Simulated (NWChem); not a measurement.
Isomers of CH₆OSi₂, each optimised at B3LYP/6-31G* with NWChem, gas phase unless a solvent is named. Flexible species stand in one conformer each, which need not be the lowest. Pople sets run with spherical d functions. Low-valent species are run as closed-shell singlets; no triplet was tried in these runs. Relative energies count from the lowest isomer at each level and are electronic, without zero-point energy, on those geometries. Shieldings are non-relativistic GIAO values without spin-orbit effects.

A: O=C([SiH3])[SiH3]
B: O=C[SiH2][SiH3]
C: CO[Si][SiH3]
D: C1O[SiH2][SiH2]1

```
quantity                                                      A      B     C     D
--------------------------------------------------------  -----  -----  ----  ----
relative energy, PBE/def2-SVP (kcal/mol)                   22.3   15.3  12.3   0.0
relative energy, PBE0/def2-SVP (kcal/mol)                  25.9   18.5  14.9   0.0
highest harmonic frequency (cm⁻¹), B3LYP/6-31G*            2280   2830  3127  3096
13C shift against tetramethylsilane, PBE0/pcSseg-1 (ppm)  306.5  245.4  68.2  68.0
```
